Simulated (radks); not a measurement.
The nuclear charge of neutral manganese is varied continuously with 25 electrons held in [Ar] 3d5 4s2. Calculated with a radial shooting solver on a logarithmic mesh with Libxc functionals: non-relativistic Kohn-Sham, PBEsol, spin-polarised, spherical densities, point nucleus; open shells are filled with parallel spins first. By the Hellmann-Feynman theorem dE/dZ = E(electron-nucleus)/Z, the electronic potential at the nucleus.

Z      E (hartree)  E(electron-nucleus)/Z (hartree)  HOMO  e(HOMO) (eV)  <r> HOMO (bohr)
24.75  -1122.48906                         -107.903    4s        -2.655            3.577
25     -1149.64430                         -109.338    4s        -4.419            3.317
25.25  -1177.15769                         -110.768    4s        -6.373            3.111
25.5   -1205.02805                         -112.194    4s        -8.501            2.942
25.75  -1233.25441                         -113.616    4s       -10.792            2.797
26     -1261.83599                         -115.036    4s       -13.238            2.672

The central difference of E at Z = 25 is -109.337 hartree, to compare with the third column; the second derivative is -5.73 hartree.
